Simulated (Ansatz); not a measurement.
Program: Ansatz. Geometries: PBE0-D4/def2-TZVP. ΔE: electronic, gas phase. CBS: MP2 limit from def2 TZ/QZ plus the TZ coupled-cluster correction, frozen cores. This one scheme is used for every species. For Ge outer-core shells are correlated without core-valence functions, which leaves a few kJ/mol of doubt a bond. Scalar relativity is left out up to krypton. One conformer a species, not always the lowest.

`[OH][GeH]([F])[SiH2]Cl` → `[OH][GeH2][F]` + `[SiH]Cl`  (silylene formation by 1,1-elimination)

`[OH][GeH]([F])[SiH2]Cl`:

Cartesian coordinates in Å:
```
O -1.479 -1.254 -0.810
Ge -0.606 -0.684 0.614
F 0.493 -1.949 1.101
Si 0.791 1.168 0.012
Cl 1.334 0.815 -1.945
H -0.944 -1.227 -1.608
H -1.652 -0.564 1.727
H 0.050 2.451 0.066
H 2.014 1.243 0.843
```

`[OH][GeH2][F]`:

Cartesian coordinates in Å:
```
O 0.310 0.472 1.256
Ge -0.241 -0.270 -0.243
F -0.472 1.002 -1.406
H 1.185 0.863 1.192
H 0.824 -1.186 -0.859
H -1.606 -0.881 0.059
```

`[SiH]Cl`:

```xyz
3

Si    0.215   -0.360   -0.711
Cl    0.489    1.379    0.392
H    -0.703   -1.019    0.319
```

```csv
species,HF/def2-QZVPP energy (Eh)
`[OH][GeH]([F])[SiH2]Cl`,-3000.73038
`[OH][GeH2][F]`,-2251.61181
`[SiH]Cl`,-749.05050
```

**Question.** Work out ΔE.

**Answer.** ΔE = (-2251.61181) + (-749.05050) − (-3000.73038) = 0.06807 Eh = +42.7 kcal/mol. CCSD(T)/CBS gives +48.5 kcal/mol.

Largest T1 diagnostic among the species: 0.013.

The D4 term adds +3.9 kcal/mol with B3LYP and +2.1 kcal/mol with PBE0; it sums over pairs of atoms, weighted by their polarisabilities, and B3LYP, whose exchange is more repulsive, gets the larger term. From PBE to PBE0 (25 % exact exchange), in def2-TZVPP and without D4, ΔE moves by +2.1 kcal/mol.

B3LYP here is the variant with VWN-RPA as its local correlation; programs differ in this.
